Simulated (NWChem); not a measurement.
Isomers of C₂H₄BF₂N, each optimised at B3LYP/6-31G* with NWChem, gas phase unless a solvent is named. Flexible species stand in one conformer each, which need not be the lowest. Pople sets run with spherical d functions.

A: C/N=C/B(F)F
B: C/C=N/B(F)F
C: NB(F)C(F)=C
D: B(/C=C\F)(F)N

Question: Rank them by dipole (D), B3LYP/6-31G*, lowest first.

Answer: D (1.28), A (2.36), B (3.32), C (3.46)
